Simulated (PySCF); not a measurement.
# Structure elucidation problem

Molecular formula: C7H9N. Simulated spectra:

¹H NMR (500 MHz, computed): δ 7.26 (m, 1H), 6.73 (d, 1H), 6.59 (s, 1H), 6.54 (d, 1H), 3.30 (br s, 2H), 2.32 (s, 3H).

¹³C{¹H} NMR (computed): δ 154.6 (C), 147.4 (C), 136.3 (CH), 123.9 (CH), 119.5 (CH), 115.7 (CH), 24.6 (CH3).

No relativistic terms, one computed conformer, rapidly exchanging positions averaged, in vacuum. PBE0-D3(BJ)/def2-TZVP geometry; shieldings: GIAO B97-2/pcSseg-2; PySCF 2.14.

Shifts are taken against calculated references (same method and geometry level): ¹H (31.64 ppm), ¹³C (185.38 ppm) against TMS.

Question: Deduce the structure.

Answer: 
The formula gives 4 degrees of unsaturation (1 ring in the answer). 7 carbon signals for 7 carbons: no two carbons are equivalent. Carbon types of the structure: 2 × C, 4 × CH, 1 × CH3, leaving 2 H on heteroatoms. δC 154.6: aromatic carbon bearing nitrogen; σ withdrawal by the attached heteroatom moves it downfield of the ring CH carbons. δC 147.4: substituted aromatic carbon. δC 136.3, 123.9, 119.5, 115.7: aromatic CH. δC 24.6: methyl carbon on an aromatic ring; a saturated carbon with 1 carbon neighbour and no heteroatom attached. δH 7.26, 6.73, 6.59, 6.54: hydrogen on an aromatic CH. δH 3.30: hydrogen on an aniline-type nitrogen; exchangeable, gas-phase position. δH 2.32: hydrogen on a methyl carbon on an aromatic ring; benzylic-type position, deshielded by the ring.

Structure: m-toluidine.

The shifts were computed for this structure.

OH and NH positions are those of a molecule without intermolecular hydrogen bonds; in solution they move with solvent, concentration and temperature, and exchange usually removes their couplings. Shifts are as computed. Against solution values, carbons near 30 ppm lie about +3 ppm off and those near 130 ppm about +7 ppm. Of 1211 compounds with measured shifts, 218 miss one by over three times the rms of a fit or turn the order of signals round; such compounds aren't used in these exercises. No couplings were computed; multiplicities are counted from neighbouring protons, with m where these are inequivalent, close in shift, in a saturated or five-membered ring or joined by F or P, and br s for small geminal =CH2 splittings.
